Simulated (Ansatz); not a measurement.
CH5BGeO can be A, `[BH2][GeH2][CH]=O`, or B, `[BH2][GeH]1[CH2][O]1`.

Program: Ansatz. Geometries: PBE0-D4/def2-TZVP. ΔE: electronic, gas phase. CCSD(T)/CBS is the MP2 limit (def2-TZVPP, def2-QZVPP) plus CCSD(T) − MP2 in def2-TZVPP, frozen cores. DFT in def2-TZVPP. B3LYP here is the variant with VWN-RPA as its local correlation; programs differ in this. For Ge outer-core shells are correlated without core-valence functions, which leaves a few kJ/mol of doubt a bond. Scalar relativity is left out up to krypton. One conformer a species, not always the lowest.

A:

Z-matrix (Å, degrees):
```
Ge
C 1 2.023
B 1 2.051 2 106.4
H 1 1.534 2 107.1 3 -125.1
H 1 1.542 2 104.9 3 118.1
O 2 1.196 1 123.3 3 101.1
H 2 1.116 1 116.4 3 -78.5
H 3 1.193 1 121.6 2 -110.2
H 3 1.194 1 119.4 2 66.9
```

B:

Z-matrix (Å, degrees):
```
Ge
C 1 1.948
O 1 1.862 2 42.5
B 1 2.001 2 117.8 3 -94.7
H 1 1.529 2 113.2 3 91.8
H 2 1.090 1 118.9 3 107.9
H 2 1.092 1 115.7 3 -108.8
H 4 1.192 1 117.6 2 28.8
H 4 1.192 1 121.3 2 -147.2
```

(1) Which isomer does CCSD(T)/CBS put lower? Give the gap. (An estimate is asked.)

(2) Give E(B) − E(A) in kJ/mol with CCSD/def2-TZVPP, r2SCAN-D4, MP2/def2-TZVPP, B3LYP-D4, ωB97M-V, BLYP-D4, B2PLYP. (Estimate.)

(3) Does the order hold for the free energy at 298.15 K (harmonic terms from PBE0-D4)? (Estimate.)

Largest T1 diagnostic: 0.018.

Answers

(1) Ansatz gave: A, by 3.5 kJ/mol.

(2) The calculation gave: CCSD/def2-TZVPP 20.0, r2SCAN-D4 0.9, MP2/def2-TZVPP -0.7, B3LYP-D4 17.7, ωB97M-V 15.0, BLYP-D4 16.6, B2PLYP 12.3. The order is the other way round with MP2/def2-TZVPP.

(3) Computed: Yes: G(B) − G(A) = +21.9 kJ/mol, for one conformer each. Modes under 60 cm⁻¹, often nearly free rotors, make the harmonic entropy too high.

At CCSD(T), def2-SVP lies +30.4 kJ/mol from the extrapolated value and def2-TZVPP +8.6 kJ/mol. In def2-TZVPP, CCSD(T) changes the Hartree–Fock value by −48.6 kJ/mol (the triples alone add −7.9 kJ/mol) and MP2 by −61.4 kJ/mol.
